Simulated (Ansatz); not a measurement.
Relaxation of F2H8N3OTa (15 atoms, charge 0, multiplicity 1), to a largest force component of 0.03 eV/Å in at most 50 steps.

Method: RHF/def2-SVP in Ansatz.

```xyz
15
Properties=species:S:1:pos:R:3:forces:R:3
Ta -0.385 -0.725 0.279 0.97 -0.90 0.32
O 2.546 0.603 0.463 0.23 -1.15 0.21
H 2.770 0.993 1.296 -0.02 -0.01 -0.05
F -0.566 -0.316 2.122 -0.03 0.01 0.03
F -0.002 -1.132 -1.529 -0.01 0.01 0.00
N -0.521 1.213 -0.140 0.00 0.03 -0.05
H -0.533 1.933 0.560 0.00 -0.01 -0.06
H -0.321 1.600 -1.047 0.00 -0.01 0.09
N -2.147 -1.596 0.172 0.01 0.00 0.00
H -2.849 -1.567 0.890 0.01 -0.02 -0.01
H -2.495 -2.023 -0.668 -0.03 0.01 0.04
N 1.174 -2.045 0.828 -0.92 0.88 -0.38
H 1.524 -2.749 0.200 -0.02 0.07 0.04
H 1.309 -2.329 1.783 -0.01 0.00 -0.06
H 2.652 -0.353 0.593 -0.18 1.10 -0.13
```

**Question.** Where does it end, and by what steps?

**Answer.** The run converged. The force dipped under the threshold on the way, but the program's further checks kept it going. After 38 steps the energy has fallen by 0.222 eV; H3 moved furthest, 0.93 Å.

```tsv
step	energy less start (eV)	largest force component (eV/Å)	accepted
0	0.0000	1.148	yes
2	-0.0783	0.710	yes
4	-0.1245	0.813	yes
6	-0.1543	0.552	yes
8	-0.1974	0.361	yes
10	-0.1943	0.394	no
12	-0.2072	0.071	yes
14	-0.2091	0.035	yes
16	-0.2101	0.019	yes
18	-0.2106	0.061	yes
20	-0.2114	0.051	yes
22	-0.2115	0.336	no
24	-0.2139	0.120	yes
26	-0.2149	0.057	yes
28	-0.2151	0.357	no
30	-0.2174	0.065	yes
32	-0.2149	0.588	no
34	-0.2204	0.028	yes
36	-0.2215	0.097	yes
38	-0.2221	0.013	yes
```

```xyz
15
Properties=species:S:1:pos:R:3
Ta -0.505 -0.833 0.329
O 3.167 0.635 0.531
H 2.383 1.160 0.468
F -0.898 -0.500 2.153
F -0.094 -1.160 -1.491
N -0.213 1.125 0.049
H -0.413 1.828 0.738
H -0.026 1.542 -0.846
N -2.308 -1.627 0.080
H -2.999 -1.708 0.804
H -2.650 -2.000 -0.788
N 1.038 -1.980 0.885
H 1.596 -2.518 0.245
H 1.226 -2.247 1.835
H 2.854 -0.213 0.810
```

Whether the end is a true minimum wasn't checked by a vibrational analysis.

The run took 78 s on 4 threads of INTEL(R) XEON(R) PLATINUM 8581C CPU @ 2.10GHz (Emerald Rapids), on a shared host, peak memory 0.48 GiB.
